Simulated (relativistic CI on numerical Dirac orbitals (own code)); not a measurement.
Ligand-field terms of d2

Computed with a parametric ligand-field model of a d^n configuration (Racah B and C, spin-orbit zeta, crystal field), exact diagonalisation.

Field parameters in Wybourne normalisation: Oh B⁴₀ = 21Dq, B⁴₄ = √(5/14) B⁴₀. The field is a parameter set, without covalency.

B = 600 cm⁻¹, C = 2450 cm⁻¹ (C/B = 4.08), Oh, no spin-orbit coupling. Tanabe-Sugano data, E/B above the lowest term (Δ = |10Dq|; b, c mark the second and third term of a kind):

```csv
Δ/B,3T1,3T2,3A2,1T2,1E,1A1
1.0,0.00,0.81,1.81,13.51,13.98,21.14
5.0,0.00,4.22,9.22,14.39,15.21,24.57
9.0,0.00,7.82,16.82,14.69,15.30,27.14
13.0,0.00,11.53,24.53,14.77,15.23,28.98
17.0,0.00,15.32,32.32,14.77,15.12,30.28
21.0,0.00,19.16,40.16,14.74,15.03,31.20
25.0,0.00,23.03,48.03,14.70,14.95,31.87
29.0,0.00,26.92,55.92,14.67,14.88,32.37
33.0,0.00,30.84,63.84,14.64,14.82,32.76
37.0,0.00,34.77,71.77,14.61,14.77,33.06
41.0,0.00,38.71,79.71,14.58,14.73,33.31
45.0,0.00,42.66,87.66,14.55,14.69,33.51
```

The ground term stays 3T1.
